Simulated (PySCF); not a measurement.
Vibration and rotation of LiBe⁺

RHF-CCSD(T) constants of LiBe⁺, ¹Σ⁺ (singlet), closed shell (Li aug-pcseg-1, Be aug-pcseg-1; no relativity (PySCF 2.14); masses 7.0160 and 9.0122 u):

* ωe: 276.3 cm⁻¹
* ωexe: 5.93 cm⁻¹
* Be: 0.59528 cm⁻¹
* αe: 0.0171 cm⁻¹
* D (centrifugal): 1.11e-05 cm⁻¹
* De to Li⁺ + Be: 0.436 eV

Task: Give the band origin of the fundamental and the first lines of its P and R branches.

Result: ν0 = ωe − 2ωexe = 264.4 cm⁻¹, B0 = 0.58673, B1 = 0.56963 cm⁻¹.

| J″ | P(J″) − ν0 | R(J″) − ν0 |
| --- | --- | --- |
| 0 |  | 1.139 |
| 1 | -1.173 | 2.244 |
| 2 | -2.381 | 3.314 |
| 3 | -3.622 | 4.349 |
| 4 | -4.896 | 5.349 |
| 5 | -6.204 | 6.313 |
| 6 | -7.544 | 7.241 |

Task: Near which J would the R branch turn back, without centrifugal distortion?

Result: At J ≈ (B0 + B1)/(2(B0 − B1)) − 1 ≈ 33.

Correlated steps freeze no core orbitals. Correlated levels converge slowly with the basis: in double zeta they bind strong bonds too weakly, by up to about 1 eV, and carry superposition errors of some tenths. For an ion De counts to the pair picked by the measured ionisation energies or electron affinities, which need not be the lowest pair at this level. The CCSD T1 diagnostic is raised, a sign that a single reference may not be enough here.
